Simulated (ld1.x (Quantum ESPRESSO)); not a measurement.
# Varying the TM potential for zirconium (Zr)

Base potential:

```
Element                 : zirconium
Generator               : ld1.x (Quantum ESPRESSO) 7.5
Type                    : norm-conserving Troullier–Martins (Kleinman–Bylander form)
Functional              : PBEsol
Relativity              : scalar-relativistic
Frozen core             : [Ar] 3d10
Valence charge          : 12
Reference configuration : 4s2 4p6 4d2 5s2 5p0
Partial waves           : 4s (bound): rc 1.90 bohr; 4d (bound): rc 1.80 bohr; 4p (bound): rc 1.30 bohr
Local potential         : the p channel
Core correction         : none
```

Occupied shells without a wave of their own: 5s. They enter only through the test configuration that unscreens the potential.

Cutoffs, loose and tight: the cutoffs (Ry, on a coarse ladder) from which the occupation-weighted sum of valence levels, in a spherical-Bessel basis at the reference potential, stays within 10 and 1 mRy of its value at 400 Ry. They do not see the model core or the augmentation charge, which bear on the density cutoff. Test errors are all-electron minus pseudo excitation energies from the reference, over the configurations 4s2 4p6 4d2 5s1 5p0; 4s2 4p6 4d2 5s0 5p0; 4s2 4p6 4d1 5s0 5p0; 4s2 4p6 4d0 5s0 5p0; 4s2 4p6 4d2 5s0 5p1; 4s2 4p6 4d1 5s2 5p0; 4s2 4p6 4d2 5s0 5p2. A dash means not determined; rows that change the core or the reference have their own tests.

```csv
change,outcome,"cutoff, loose","cutoff, tight",bound ghosts,largest test error (meV)
base,"generated, misses its reference levels by 0.29 eV",60 Ry,110 Ry,none,-1969
wave 4d (bound): rc 1.80 bohr becomes 4d (bound): rc 1.40 bohr,"generated, misses its reference levels by 0.29 eV",60 Ry,110 Ry,none,-1972
wave 4d (bound): rc 1.80 bohr becomes 4d (bound): rc 1.68 bohr,"generated, misses its reference levels by 0.29 eV",60 Ry,110 Ry,none,-1970
wave 4d (bound): rc 1.80 bohr becomes 4d (bound): rc 1.90 bohr,"generated, misses its reference levels by 0.29 eV",60 Ry,110 Ry,none,-1968
wave 4d (bound): rc 1.80 bohr becomes 4d (bound): rc 2.14 bohr,"generated, misses its reference levels by 0.29 eV",60 Ry,110 Ry,none,-1959
wave 4d (bound): rc 1.80 bohr becomes 4d (bound): rc 2.44 bohr,"generated, misses its reference levels by 0.29 eV",55 Ry,110 Ry,none,-1929
wave 4d (bound): rc 1.80 bohr becomes 4d (bound): rc 2.72 bohr,"generated, misses its reference levels by 0.29 eV",55 Ry,110 Ry,none,-1852
```

**Question.** What comes out with this change to the base: wave 4d (bound): rc 1.80 bohr becomes 4d (bound): rc 1.16 bohr?

**Answer.** outcome: generated, misses its reference levels by 0.29 eV; cutoff, loose: 100 Ry; cutoff, tight: 140 Ry; bound ghosts: none; largest test error (meV): -1974.

Reading the sweep of the d radius (base included, trends over the rows without a ghost): The loose cutoff falls from 100 Ry at 1.16 to 55 Ry at 2.72 bohr. A larger radius leaves more room for a smooth pseudo-wave, so fewer plane waves are needed; a smaller one forces it to follow the all-electron wave where it bends sharply. The median size of the test errors (rows with all tests solved) stays near 799.3 meV.
